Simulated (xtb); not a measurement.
xtb input:

```bash
xtb mol.xyz --gfn 2 --ohess tight --chrg 0 --uhf 0
```
mol.xyz:
```
3

Cd    -0.03202512     0.01726466     0.03223010
I     -0.26875393     2.01758795    -1.63114945
I      0.26520364    -2.06794491     1.65254267
```

Problem. What final total energy does it print?

Solution. -8.31797 Eh (GFN2-xTB).
